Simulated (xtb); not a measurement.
xtb input:

```bash
xtb mol.xyz --gfn 1 --sp --chrg 1 --uhf 0
```
mol.xyz:
```
3

Ga     0.00000000     0.00000000     0.00000000
I      0.00000000     0.00000000     2.38685459
I     -0.00000000    -0.00000000    -2.38685459
```

Question: Predict the final energy.

Answer: -8.88904 Eh (GFN1-xTB).
